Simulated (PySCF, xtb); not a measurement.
Os(CO)3 (C₃O₃Os), SMILES [C-](#[O+])->[Os](<-[C-]#[O+])<-[C-]#[O+], multiplicity 1.

Harmonic wavenumbers (cm⁻¹) from GFN2-xTB (xtb 6.7.1) at its own minimum, in rising order: 53, 66, 68, 233, 259, 315, 377, 378, 450, 538, 541, 555, 1994, 2025, 2118.

Task: What does PBE-D3(BJ)/def2-SVP run with PySCF give at its own minimum? (Estimate from the structure and the level; the computed values follow.)

Result: 64, 85, 99, 337, 358, 425, 435, 493, 545, 547, 584, 612, 1985, 2004, 2077. Paired by order, the mean absolute difference is 55 cm⁻¹ and the zero-point energies are 14.3 and 15.2 kcal/mol.
